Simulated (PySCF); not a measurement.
Can point charges reproduce the dipole moment of `N#C[Si]1(N([SiH3])[SiH3])CCC1`?

Coordinates (GFN2-xTB, Å) and charges (e) from the PBE0/pcSseg-1 density (PySCF):

```json
{"atom": "N1", "x": "0.419", "y": "3.101", "z": "1.423", "Mulliken": "-0.2069", "IAO": "-0.2001", "Hirshfeld": "-0.2039", "ESP-fitted": "-0.4065"}
{"atom": "C2", "x": "0.414", "y": "2.069", "z": "0.925", "Mulliken": "-0.2177", "IAO": "-0.1739", "Hirshfeld": "-0.0377", "ESP-fitted": "+0.1763"}
{"atom": "Si3", "x": "0.342", "y": "0.375", "z": "0.119", "Mulliken": "+1.2138", "IAO": "+1.1043", "Hirshfeld": "+0.4431", "ESP-fitted": "+0.6162"}
{"atom": "N4", "x": "-1.305", "y": "-0.166", "z": "0.153", "Mulliken": "-1.0882", "IAO": "-1.0150", "Hirshfeld": "-0.3417", "ESP-fitted": "-0.5810"}
{"atom": "Si5", "x": "-2.399", "y": "0.415", "z": "-1.083", "Mulliken": "+0.6119", "IAO": "+0.7376", "Hirshfeld": "+0.3552", "ESP-fitted": "+0.4841"}
{"atom": "Si6", "x": "-1.913", "y": "-0.895", "z": "1.624", "Mulliken": "+0.6122", "IAO": "+0.7377", "Hirshfeld": "+0.3551", "ESP-fitted": "+0.4985"}
{"atom": "C7", "x": "1.787", "y": "-0.747", "z": "0.651", "Mulliken": "-0.5471", "IAO": "-0.5479", "Hirshfeld": "-0.1601", "ESP-fitted": "-0.3482"}
{"atom": "C8", "x": "2.545", "y": "-0.378", "z": "-0.639", "Mulliken": "-0.2193", "IAO": "-0.2494", "Hirshfeld": "-0.0661", "ESP-fitted": "+0.0158"}
{"atom": "C9", "x": "1.409", "y": "0.270", "z": "-1.455", "Mulliken": "-0.5473", "IAO": "-0.5479", "Hirshfeld": "-0.1602", "ESP-fitted": "-0.3503"}
{"atom": "H10", "x": "-3.493", "y": "-0.549", "z": "-1.158", "Mulliken": "-0.0883", "IAO": "-0.1189", "Hirshfeld": "-0.0705", "ESP-fitted": "-0.0843"}
{"atom": "H11", "x": "-1.640", "y": "0.463", "z": "-2.332", "Mulliken": "-0.0933", "IAO": "-0.1218", "Hirshfeld": "-0.0707", "ESP-fitted": "-0.1113"}
{"atom": "H12", "x": "-2.885", "y": "1.749", "z": "-0.724", "Mulliken": "-0.0602", "IAO": "-0.1326", "Hirshfeld": "-0.0755", "ESP-fitted": "-0.0947"}
{"atom": "H13", "x": "-2.292", "y": "0.152", "z": "2.574", "Mulliken": "-0.0602", "IAO": "-0.1326", "Hirshfeld": "-0.0755", "ESP-fitted": "-0.0977"}
{"atom": "H14", "x": "-0.832", "y": "-1.716", "z": "2.166", "Mulliken": "-0.0933", "IAO": "-0.1218", "Hirshfeld": "-0.0708", "ESP-fitted": "-0.1176"}
{"atom": "H15", "x": "-3.064", "y": "-1.708", "z": "1.239", "Mulliken": "-0.0884", "IAO": "-0.1189", "Hirshfeld": "-0.0706", "ESP-fitted": "-0.0865"}
{"atom": "H16", "x": "2.327", "y": "-0.513", "z": "1.564", "Mulliken": "+0.1529", "IAO": "+0.1539", "Hirshfeld": "+0.0393", "ESP-fitted": "+0.0746"}
{"atom": "H17", "x": "1.531", "y": "-1.804", "z": "0.679", "Mulliken": "+0.1506", "IAO": "+0.1538", "Hirshfeld": "+0.0419", "ESP-fitted": "+0.1227"}
{"atom": "H18", "x": "3.324", "y": "0.353", "z": "-0.427", "Mulliken": "+0.1321", "IAO": "+0.1435", "Hirshfeld": "+0.0446", "ESP-fitted": "+0.0573"}
{"atom": "H19", "x": "3.006", "y": "-1.231", "z": "-1.135", "Mulliken": "+0.1335", "IAO": "+0.1422", "Hirshfeld": "+0.0429", "ESP-fitted": "+0.0350"}
{"atom": "H20", "x": "1.014", "y": "-0.410", "z": "-2.206", "Mulliken": "+0.1505", "IAO": "+0.1538", "Hirshfeld": "+0.0418", "ESP-fitted": "+0.1228"}
{"atom": "H21", "x": "1.695", "y": "1.189", "z": "-1.959", "Mulliken": "+0.1529", "IAO": "+0.1539", "Hirshfeld": "+0.0392", "ESP-fitted": "+0.0748"}
```

Compute μ = Σ q r for each scheme (1 e·Å = 4.803 D) and compare with the dipole of the full density.

The full density gives (-0.36, -3.52, -1.64) D, 3.90 D in size; dipole vectors point from the negative to the positive end.

```tsv
scheme	μx	μy	μz	size (D)	share of the full size (%)	angle to the full dipole (°)
Mulliken	-1.57	-2.65	-1.00	3.24	83	24
IAO	-1.63	-2.83	-1.08	3.43	88	23
Hirshfeld	-0.70	-2.67	-1.17	2.99	77	8
ESP-fitted	-0.35	-3.53	-1.65	3.91	100	0
```

Which set comes closest?

Length of the difference vector: ESP-fitted 0.02 D, Hirshfeld 1.03 D, IAO 1.54 D, Mulliken 1.62 D. Closest: ESP-fitted. ESP charges are fitted to the potential around the molecule, whose slowest-falling term is the dipole's. 

What is left for the Hirshfeld atoms' own dipoles?

The shares of the density sum to the whole, so what Σ q r misses lies in dipoles about the nuclei. The atomic dipoles sum to (-0.36, -3.52, -1.64) − (-0.70, -2.67, -1.17) = (0.34, -0.85, -0.47) D, 1.03 D in size.

With the origin at the mean of the coordinates, (0.000, 0.001, 0.000) Å, which are the largest single terms, by size, of the ESP-fitted dipole along the direction of the full one?

N1 +6.71, C2 -1.94, Si3 -1.24, Si6 +0.73, H20 +0.71 D; all 21 atoms together +3.91 D. The single terms depend on the origin, their sum doesn't.

Give the size of the full dipole in other units.

3.90 D = 1.534 au = 0.812 e·Å = 13.01 × 10⁻³⁰ C·m.

One conformer (not necessarily the lowest) at the GFN2-xTB geometry, without solvent, vibrations or thermal averaging.

The run behind these numbers computed NMR shieldings as well. The run took 55 s of wall time on Arm Neoverse V1, one thread (shared host).

The values belong to the conformer `[N:1]#[C:2][Si:3]1([N:4]([SiH3:5])[SiH3:6])[CH2:7][CH2:8][CH2:9]1`: C2–Si3–N4–Si5 82°.
